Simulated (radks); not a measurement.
Problem. Ionisation ladder of xenon, from Xe to Xe9+. Each ion is in the ground configuration listed by NIST, and IE = E(next ion) - E(this ion). Calculated with a radial shooting solver on a logarithmic mesh with Libxc functionals: non-relativistic Kohn-Sham, r2SCAN, spin-unpolarised, spherical densities, point nucleus; meta-GGA in the generalised Kohn-Sham scheme; relativity is left out, which matters for an element this heavy.

| species | configuration | IE, Delta-SCF (eV) | -e(HOMO) (eV) | HOMO |
|---|---|---|---|---|
| Xe | [Xe] | 12.912 | 8.632 | 5p |
| Xe+ | [Kr] 4d10 5s2 5p5 | ? | 17.340 | 5p |
| Xe2+ | [Kr] 4d10 5s2 5p4 | 31.844 | 26.832 | 5p |
| Xe3+ | [Kr] 4d10 5s2 5p3 | 42.222 | 36.949 | 5p |
| Xe4+ | [Kr] 4d10 5s2 5p2 | 53.048 | 47.571 | 5p |
| Xe5+ | [Kr] 4d10 5s2 5p1 | 64.179 | 58.579 | 5p |
| Xe6+ | [Kr] 4d10 5s2 | ? | 83.162 | 5s |
| Xe7+ | [Kr] 4d10 5s1 | 101.54 | 95.460 | 5s |
| Xe8+ | [Kr] 4d10 | ? | 170.15 | 4d |
| Xe9+ | [Kr] 4d9 | ? | 194.95 | 4d |

Estimate the withheld Delta-SCF values.

Solution. Xe+: 22.028 eV (NIST 20.975); Xe6+: 89.326 eV (NIST 91.6); Xe8+: 182.49 eV (NIST 179.8); Xe9+: 207.68 eV (NIST 202).

Beside tabulated values, note that spin-unpolarised runs miss the spin-polarisation part of the exchange energy of open shells.
